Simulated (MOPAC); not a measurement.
MOPAC input (PM6):

```
PM6 FORCE THERMO(298,298) PRECISE LET CHARGE=-1 GEO-OK AUX(PRECISION=9) THREADS=1
H6N3Si

N     0.51303618 1    1.21679899 1   -0.93824229 1
Si   -0.08737373 1    0.04847207 1    0.28015657 1
N     1.30178542 1   -0.90194313 1    0.73105454 1
N    -1.59571806 1   -0.54744829 1   -0.35725220 1
H     1.45329543 1    1.54917669 1   -0.99029416 1
H    -0.06935197 1    1.73540779 1   -1.56205186 1
H     1.30744086 1   -1.12423730 1    1.71884092 1
H     2.12744826 1   -1.23799431 1    0.28465818 1
H    -2.28878575 1   -0.68436535 1    0.36808709 1
H    -1.97971076 1   -0.73487066 1   -1.25799287 1
```

Output:

```
 *******************************************************************************
 **                                                                           **
 **                              MOPAC v23.2.5                                **
 **                                                                           **
 *******************************************************************************
 ** MOPAC's Digital Object Identifier: https://doi.org/10.5281/zenodo.6511958 **
 **                                                                           **
 ** Please cite the open-source release paper for use of this MOPAC version:  **
 ** J. E. Moussa and J. J. P. Stewart (2026)                                  **
 ** MOPAC: An open-source semiempirical molecular orbital program             **
 ** J. Open Source Softw., 11(119), 8025, https://doi.org/10.21105/joss.08025 **
 *******************************************************************************

                              PM6 CALCULATION RESULTS

 *******************************************************************************
 *  PM6        - The PM6 Hamiltonian to be used
 *  GEO-OK     - OVERRIDE INTERATOMIC DISTANCE AND OTHER SAFETY CHECKS
 *
 *
 *
 *                 CHARGE ON SYSTEM = -1
 *
 *
 *
 *  LET        - OVERRIDE SOME SAFETY CHECKS
 *  PRECISE    - TIGHTER CRITERIA TO BE USED
 *  FORCE      - FORCE CALCULATION SPECIFIED
 *  AUX        - OUTPUT AUXILIARY INFORMATION
 *  THERMO     - THERMODYNAMIC QUANTITIES TO BE CALCULATED
 *******************************************************************************
PM6 FORCE THERMO(298,298) PRECISE LET CHARGE=-1 GEO-OK AUX(PRECISION=9) THREADS=1
 H6N3Si

   ATOM   CHEMICAL          X               Y               Z
  NUMBER   SYMBOL      (ANGSTROMS)     (ANGSTROMS)     (ANGSTROMS)

     1       N          0.51303618  *   1.21679899  *  -0.93824229  *
     2      Si         -0.08737373  *   0.04847207  *   0.28015657  *
     3       N          1.30178542  *  -0.90194313  *   0.73105454  *
     4       N         -1.59571806  *  -0.54744829  *  -0.35725220  *
     5       H          1.45329543  *   1.54917669  *  -0.99029416  *
     6       H         -0.06935197  *   1.73540779  *  -1.56205186  *
     7       H          1.30744086  *  -1.12423730  *   1.71884092  *
     8       H          2.12744826  *  -1.23799431  *   0.28465818  *
     9       H         -2.28878575  *  -0.68436535  *   0.36808709  *
    10       H         -1.97971076  *  -0.73487066  *  -1.25799287  *

          CARTESIAN COORDINATES

    NO.       ATOM           X           Y           Z

     1         N          0.5130      1.2168     -0.9382
     2        Si         -0.0874      0.0485      0.2802
     3         N          1.3018     -0.9019      0.7311
     4         N         -1.5957     -0.5474     -0.3573
     5         H          1.4533      1.5492     -0.9903
     6         H         -0.0694      1.7354     -1.5621
     7         H          1.3074     -1.1242      1.7188
     8         H          2.1274     -1.2380      0.2847
[...]

 VIBRATION         20   11A'          ATOM PAIR      ENERGY CONTRIBUTION    RADIAL
 FREQUENCY          2814.78         N  3 -- H  7         +39.7% ( 64.0%)     99.7%
 TRANSITION DIPOLE   0.8732         N  4 -- H  9         +39.7% ( 64.0%)     99.7%
 TRAVEL (Ang.)       0.2656         N  3 -- H  8         +10.0% ( 32.2%)     92.3%
 REDUCED MASS        0.3395         N  4 -- H 10         +10.0% ( 32.2%)     92.3%
 EFFECTIVE MASS      1.4625
 FORCE CONSTANT      1.5847

 VIBRATION         21   10A"          ATOM PAIR      ENERGY CONTRIBUTION    RADIAL
 FREQUENCY          2845.88         N  1 -- H  5         +43.3% ( 67.0%)     97.8%
 TRANSITION DIPOLE   0.3328         N  1 -- H  6         +43.3% ( 67.0%)     97.8%
 TRAVEL (Ang.)       0.2456         N  4 -- H 10          +5.3% ( 23.4%)     99.8%
 REDUCED MASS        0.3929         N  3 -- H  8          +5.3% ( 23.4%)     99.8%
 EFFECTIVE MASS      1.4705
 FORCE CONSTANT      1.8750

 VIBRATION         22   11A"          ATOM PAIR      ENERGY CONTRIBUTION    RADIAL
 FREQUENCY          2848.86         N  4 -- H 10         +34.7% ( 58.5%)     99.8%
 TRANSITION DIPOLE   0.4106         N  3 -- H  8         +34.7% ( 58.5%)     99.8%
 TRAVEL (Ang.)       0.3054         N  3 -- H  7          +8.1% ( 28.2%)     88.2%
 REDUCED MASS        0.2538         N  4 -- H  9          +8.1% ( 28.2%)     88.2%
 EFFECTIVE MASS      1.2801
 FORCE CONSTANT      1.2137

 VIBRATION         23   12A'          ATOM PAIR      ENERGY CONTRIBUTION    RADIAL
 FREQUENCY          2851.45         N  3 -- H  8         +40.4% ( 62.9%)     99.7%
 TRANSITION DIPOLE   0.2528         N  4 -- H 10         +40.4% ( 62.9%)     99.7%
 TRAVEL (Ang.)       0.2689         N  4 -- H  9          +9.3% ( 30.2%)     88.3%
 REDUCED MASS        0.3272         N  3 -- H  7          +9.3% ( 30.2%)     88.3%
 EFFECTIVE MASS      1.2556
 FORCE CONSTANT      1.5672

 VIBRATION         24   13A'          ATOM PAIR      ENERGY CONTRIBUTION    RADIAL
 FREQUENCY          2887.40         N  1 -- H  6         +49.8% ( 69.4%)     98.2%
 TRANSITION DIPOLE   0.3906         N  1 -- H  5         +49.8% ( 69.4%)     98.2%
 TRAVEL (Ang.)       0.2193         N  1 -- Si 2          +0.3% (  5.8%)     98.0%
 REDUCED MASS        0.4857
 EFFECTIVE MASS      1.2182
 FORCE CONSTANT      2.3856

      SYMMETRY NUMBER FOR POINT-GROUP Cs  =  1

          SYSTEM IS A GROUND STATE

 H6N3Si

          MOLECULE IS NOT LINEAR

          THERE ARE 24 GENUINE VIBRATIONS IN THIS SYSTEM
          THIS THERMODYNAMICS CALCULATION IS LIMITED TO
          MOLECULES WHICH HAVE NO INTERNAL ROTATIONS

                    CALCULATED THERMODYNAMIC PROPERTIES
                                          *
   TEMP. (K)   PARTITION FUNCTION   H.O.F.    ENTHALPY  HEAT CAPACITY ENTROPY
                                   KCAL/MOL   CAL/MOLE    CAL/K/MOL  CAL/K/MOL

 298.00  VIB.     0.5592D+02                  3210.8617    20.5846    18.7709
         ROT.     0.7697D+05                   888.2803     2.9808    25.3393
         INT.     0.4304D+07                  4099.1420    23.5654    44.1102
         TRA.     0.6425D+27                  1480.4672     4.9680    38.9037
         TOT.                      -18.929    5579.6092    28.5334    83.0139

   *: NOTE: HEATS OF FORMATION ARE RELATIVE TO THE
            ELEMENTS IN THEIR STANDARD STATE AT 298K
              (=  Standard Enthalpy of Formation).

            Hvib:  Zero-point energy is not included.
                   frequencies of less than zero cm-1 are not included.
            Hrot = (3/2)RT
            Htra = (3/2)RT + pV = (5/2)RT

            Heat capacity is Cp, not Cv

          For more information, see: HTTP://OpenMOPAC.net/Manual/thermochemistry.html

           FORCE CONSTANT IN CARTESIAN COORDINATES (Millidynes/A)

    ATOM   CHEMICAL       X               Y               Z
   NUMBER   SYMBOL  FORCE CONSTANT  FORCE CONSTANT  FORCE CONSTANT

      1       N        7.003096        5.343713        1.181518
      2      Si        4.178458        5.680673        2.126712
      3       N        3.973403        7.434558        2.237298
      4       N        3.971816        4.254421        5.419022
      5       H        1.973515        2.777082        0.683725
      6       H        1.975602        3.063789        0.394931
      7       H        2.924390        0.838028        1.445538
      8       H        1.051118        3.421917        0.866495
      9       H        2.922812        1.492875        0.792269
     10       H        1.052006        0.900800        3.386723

 **********************
 *                    *
 * JOB ENDED NORMALLY *
 *                    *
 **********************

 == MOPAC DONE ==
```

The dipole moment of an ion depends on the origin.
